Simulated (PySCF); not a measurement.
C4H5NSi, SMILES C#C[C@@H]([SiH3])C#N.

The structure is a stationary point at ωB97X-D3(BJ)/def2-SVP. The structure was generated by enumeration; whether it is a known compound was not checked.

All values below come from PySCF with TDDFT-PBE/def2-SVPD.

Vertical excitations. 

**Question.** Give excitation energies, oscillator strengths and character. (Estimate from the structure and the level; the computed values follow.)

**Answer.** 
```json
[
 {"state": "S1", "energy (eV)": "5.89", "λ (nm)": "210", "f": "0.006", "main pairs": "HOMO→LUMO 96 %"},
 {"state": "S2", "energy (eV)": "6.20", "λ (nm)": "200", "f": "0.013", "main pairs": "HOMO→LUMO+1 88 %"},
 {"state": "S3", "energy (eV)": "6.28", "λ (nm)": "197", "f": "0.001", "main pairs": "HOMO−1→LUMO 71 %, HOMO→LUMO+2 23 %"},
 {"state": "S4", "energy (eV)": "6.35", "λ (nm)": "195", "f": "0.019", "main pairs": "HOMO→LUMO+3 50 %, HOMO→LUMO+2 38 %"},
 {"state": "S5", "energy (eV)": "6.50", "λ (nm)": "191", "f": "0.019", "main pairs": "HOMO−1→LUMO+1 68 %, HOMO→LUMO+3 18 %"},
 {"state": "S6", "energy (eV)": "6.65", "λ (nm)": "186", "f": "0.010", "main pairs": "HOMO−1→LUMO+2 74 %, HOMO−1→LUMO+3 17 %"},
 {"state": "S7", "energy (eV)": "6.70", "λ (nm)": "185", "f": "0.005", "main pairs": "HOMO−1→LUMO+3 65 %, HOMO−1→LUMO+2 22 %"},
 {"state": "S8", "energy (eV)": "6.88", "λ (nm)": "180", "f": "0.001", "main pairs": "HOMO→LUMO+4 94 %"},
 {"state": "S9", "energy (eV)": "6.97", "λ (nm)": "178", "f": "0.093", "main pairs": "HOMO−1→LUMO+4 32 %, HOMO→LUMO+5 13 %, HOMO−1→LUMO+3 11 %, HOMO→LUMO+2 10 %"},
 {"state": "S10", "energy (eV)": "7.12", "λ (nm)": "174", "f": "0.007", "main pairs": "HOMO→LUMO+5 60 %, HOMO−2→LUMO 26 %"},
 {"state": "T1", "energy (eV)": "5.24", "λ (nm)": "236", "f": "0", "main pairs": "HOMO−1→LUMO 22 %, HOMO→LUMO+2 21 %, HOMO→LUMO+3 14 %, HOMO→LUMO 11 %"},
 {"state": "T2", "energy (eV)": "5.54", "λ (nm)": "224", "f": "0", "main pairs": "HOMO→LUMO 65 %, HOMO→LUMO+1 11 %"},
 {"state": "T3", "energy (eV)": "5.65", "λ (nm)": "219", "f": "0", "main pairs": "HOMO−1→LUMO 40 %, HOMO→LUMO+1 22 %, HOMO→LUMO+2 14 %, HOMO−1→LUMO+1 7 %"},
 {"state": "T4", "energy (eV)": "5.90", "λ (nm)": "210", "f": "0", "main pairs": "HOMO→LUMO+1 38 %, HOMO→LUMO+2 37 %, HOMO→LUMO 8 %"}
]
```
Triplets are in the Tamm–Dancoff approximation, which puts them higher than full response would, so one can lie above its singlet here.
